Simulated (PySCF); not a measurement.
## Nd(BH4)3 at several levels of theory

Computed with PySCF 2.14.0 (density fitting, no spin-orbit coupling) at the geometry relaxed with TPSS:

```xyz
16
Nd(BH4)3 (singlet in the valence; each metal's 4f electrons, 3 of them, lie in its core potential, out of spins and levels)
Nd    0.0000    0.0000    0.0000
B     2.5324    0.0120    0.0000
H     3.7367   -0.0093    0.0000
H     2.0198   -0.5741    0.9941
H     2.0198   -0.5741   -0.9941
H     2.0451    1.1652    0.0000
B    -1.2766    2.1871    0.0000
H    -1.8603    3.2407    0.0000
H    -0.5127    2.0363    0.9941
H    -0.5127    2.0363   -0.9941
H    -2.0316    1.1885    0.0000
B    -1.2558   -2.1991    0.0000
H    -1.8764   -3.2315    0.0000
H    -1.5071   -1.4621    0.9941
H    -1.5071   -1.4621   -0.9941
H    -0.0135   -2.3537    0.0000
```

```tsv
level	basis	state	HOMO (eV)	gap (eV)	charge on Nd1 (e)	population of f-type functions on Nd1 (polarisation alone where 4f lies in the core)	dipole about the centre of mass (D)	largest force component (eV/Å)
TPSS	Nd lcecp-1-SVP with ECP49, B def2-SVP, H def2-SVP	singlet	-8.33	4.93	0.62	0.06	0.00	0.01
PBE	the same	singlet	-8.07	4.44	0.32	0.06	0.00	0.22
B3LYP	the same	singlet	-9.25	6.08	0.46	0.06	0.00	0.08
BP86	the same	singlet	-8.17	4.51	0.36	0.06	0.00	0.18
TPSS	Nd lcecp-1-TZVP with ECP49, B def2-TZVP, H def2-TZVP	singlet	-8.36	4.98	1.08	0.08	0.00	0.31
```

In the lcecp rows the 4f levels are missing from HOMO and gap, and the state counts the valence alone.

Charges are Mulliken's, which hang on the basis. The relaxation used the grid (50, 194), these runs (75, 302) or, all-electron (x2c bases, spin-free X2C Hamiltonian), (99, 590).

(1) What does r2SCAN with Nd lcecp-1-SVP with ECP49, B def2-SVP, H def2-SVP give here?

No frequency check is given that shows the relaxed geometry to be a minimum. An lcecp potential fixes the number of 4f electrons, so in runs with it no electron can move into or out of that shell.

Answers

(1) state singlet, HOMO (eV) -8.44, gap (eV) 5.07, charge on Nd1 (e) 0.67, population of f-type functions on Nd1 (polarisation alone where 4f lies in the core) 0.06, dipole about the centre of mass (D) 0.00, largest force component (eV/Å) 0.09. Time: 28 s on 4 threads of Intel(R) Xeon(R) Platinum 8259CL CPU @ 2.50GHz (Skylake/Cascade Lake) (shared host), from an already converged density.
